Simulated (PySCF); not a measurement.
diphosphane (H₄P₂), SMILES PP.

Geometry optimised at PBE-D3(BJ)/def2-TZVP.

The numbers are results of PySCF with PBE-D3(BJ)/def2-TZVP, not measurements.

Frequencies are harmonic and unscaled.

**Question.** Estimate the vibrational spectrum. (The exact figures need the calculation; the answer reports its results.)

**Answer.** 
```csv
mode,ν (cm⁻¹),IR (km/mol),moving atoms (share of kinetic energy)
1,92,5.5,H 97 %
2,426,0.0,P 96 %
3,606,7.2,H 100 %
4,613,8.9,H 94 %
5,837,0.0,"H 90 %, P 10 %"
6,887,0.0,H 95 %
7,1050,0.0,H 98 %
8,1058,14.1,H 97 %
9,2303,0.0,H 97 %
10,2312,0.1,H 97 %
11,2312,66.3,H 97 %
12,2325,85.5,H 97 %
```
